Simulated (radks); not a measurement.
Results of a calculation; reference values are marked as such.
Task: Spin polarisation of the 4f11 shell in Ho. Start: [Xe] 4f(up 5.5, down 5.5) 6s2; electrons of 4f are moved from spin down to spin up, other shells keep equal spins. Level of theory: scalar-relativistic Kohn-Sham, LDA (Slater exchange, Perdew-Wang correlation), spin-polarised, spherical densities, finite nucleus; Fermi nuclear charge, rms radius of each element as measured or else 0.836 A^(1/3) + 0.57 fm (a radial shooting solver on a logarithmic mesh with Libxc functionals). Estimate the energy gained and the exchange splitting at a moment of 3 Bohr magnetons.

Result: At moment 3 the spin-polarisation energy is -1.604 eV and the 4f exchange splitting 2.136 eV, that is 0.712 eV per Bohr magneton; E = -I m^2/4 would give I = 0.713 eV.
